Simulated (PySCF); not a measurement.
diphosphane (H4P2), singlet, geometry from GFN2-xTB. Base run: PySCF with HF/6-31G, polarisability.

PySCF was given this input:
```python
from pyscf import gto, scf
from pyscf.prop import polarizability

mol = gto.M(
    atom='''
P    -0.95749764   -0.49162795   -0.02783059
P     0.95749764    0.49162795    0.02783059
H    -1.49803048    0.29857828    0.98717514
H    -1.46569209    0.34914249   -1.01862913
H     1.46569209   -0.34914249    1.01862913
H     1.49803048   -0.29857828   -0.98717514
''',
    basis='6-31g',
    verbose=4,
)

mf = scf.RHF(mol)
mf.kernel()
alpha = mf.Polarizability().polarizability()[2, 2]
print('alpha_zz =', alpha)
```

Variants of this job, named by their change:

```csv
change,alpha_zz (bohr³),basis functions
base,39.05,34
finite field (a.u.) = 0.001; conv_tol = 1e-6,39.04,34
basis = cc-pVDZ,40.84,56
basis = aug-cc-pVDZ,47.02,90
finite field (a.u.) = 0.02; conv_tol = 1e-11,39.04,34
functional = pbe0,?,34
finite field (a.u.) = 2e-4; conv_tol = 1e-6,38.92,34
basis = def2-SVPD,46.13,80
"functional = lda,vwn",?,34
functional = camb3lyp,38.00,34
functional = pbe,37.96,34
basis = cc-pVTZ,44.05,124
```

### Question
Some entries are withheld; supply them.

### Answer

- functional = pbe0, alpha_zz (bohr³): 38.18
- functional = lda,vwn, alpha_zz (bohr³): 38.27

Finite-field rows take the second difference of the energy in a field along z; a small field with loose convergence shows SCF noise divided by the square of the field, and a large one adds hyperpolarisability.
